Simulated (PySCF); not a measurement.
Computed IR spectrum (relative IR intensity) of a molecule CH3F3OSi. The structure is a stationary point at PBE-D3(BJ)/def2-SVP. The values are those of a single conformer. These are PBE-D3(BJ)/def2-SVP in PySCF values and carry that method's errors. Frequencies are harmonic and unscaled.

Lines under 2 % of the strongest are left out, and lines within 2 cm⁻¹ are merged.

ν (cm⁻¹): 70 (vw), 185 (vw), 251 (w), 290 (w), 321 (w), 369 (vs), 410 (w), 746 (vw), 854 (vs), 945 (vs), 960 (vs), 1044 (s), 1129 (m), 1253 (vw), 1343 (m), 1395 (vw), 2905 (m), 3026 (vw), 3691 (m) (against the strongest line: vs over 80 %, s over 45 %, m over 15 %, w over 4 %, vw less)

Task: Which structure fits?
A) OC[Si](F)(F)F
B) CO[Si](F)(F)F
C) O[SiH2]C(F)(F)F
D) O[Si](F)(F)CF

Result: A, OC[Si](F)(F)F
